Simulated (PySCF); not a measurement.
Si(Me)(SH)3 (CH6S3Si), SMILES C[Si](S)(S)S.

Coordinates come from a r2SCAN-D4/def2-SVP optimisation. One conformer was computed; it need not be the lowest.

All values below come from r2SCAN-D4/def2-SVP in PySCF 2.14.0.

Frequencies are harmonic and unscaled.

Question: List the normal modes with their intensities. (An estimate is asked for; the answer gives what the named calculation found.)

Answer: 
| mode | ν (cm⁻¹) | IR (km/mol) | Raman (Å⁴/amu) | depolarisation | moving atoms (share of kinetic energy) |
|---|---|---|---|---|---|
| 1 | 103 | 1.6 | 8.8 | 0.74 | S 49 %, H 37 %, C 13 % |
| 2 | 136 | 4.3 | 2.5 | 0.75 | S 71 %, H 16 %, C 11 % |
| 3 | 165 | 0.9 | 0.2 | 0.74 | H 94 % |
| 4 | 185 | 7.0 | 1.7 | 0.71 | S 51 %, Si 22 %, H 16 %, C 11 % |
| 5 | 197 | 0.6 | 1.9 | 0.62 | S 35 %, H 30 %, C 25 %, Si 10 % |
| 6 | 199 | 2.2 | 3.9 | 0.70 | S 40 %, H 25 %, C 21 %, Si 15 % |
| 7 | 205 | 11.5 | 2.7 | 0.70 | H 83 %, S 13 % |
| 8 | 222 | 20.0 | 4.1 | 0.74 | H 79 %, S 16 % |
| 9 | 270 | 44.9 | 6.0 | 0.75 | H 87 %, S 12 % |
| 10 | 406 | 10.1 | 19.3 | 0.01 | S 71 %, C 12 %, Si 11 % |
| 11 | 525 | 75.4 | 5.3 | 0.65 | Si 53 %, S 35 %, H 12 % |
| 12 | 536 | 82.8 | 6.3 | 0.75 | Si 52 %, S 36 %, H 10 % |
| 13 | 679 | 23.9 | 11.4 | 0.53 | H 66 %, C 23 % |
| 14 | 689 | 5.7 | 6.9 | 0.56 | H 88 % |
| 15 | 740 | 20.1 | 13.9 | 0.73 | H 80 % |
| 16 | 765 | 32.3 | 4.5 | 0.32 | H 54 %, Si 27 %, C 16 % |
| 17 | 803 | 61.1 | 2.1 | 0.56 | H 70 %, C 17 %, Si 11 % |
| 18 | 829 | 80.2 | 2.1 | 0.64 | H 69 %, C 15 %, Si 13 % |
| 19 | 1254 | 24.8 | 0.4 | 0.63 | H 78 %, C 22 % |
| 20 | 1421 | 4.2 | 10.0 | 0.75 | H 96 % |
| 21 | 1422 | 4.9 | 9.5 | 0.75 | H 96 % |
| 22 | 2676 | 0.1 | 181.8 | 0.17 | H 97 % |
| 23 | 2678 | 0.3 | 137.2 | 0.48 | H 97 % |
| 24 | 2694 | 1.8 | 114.3 | 0.30 | H 97 % |
| 25 | 3036 | 0.8 | 147.1 | 0.00 | H 97 % |
| 26 | 3145 | 0.9 | 92.1 | 0.75 | H 91 %, C 9 % |
| 27 | 3153 | 0.5 | 86.4 | 0.75 | H 91 %, C 9 % |
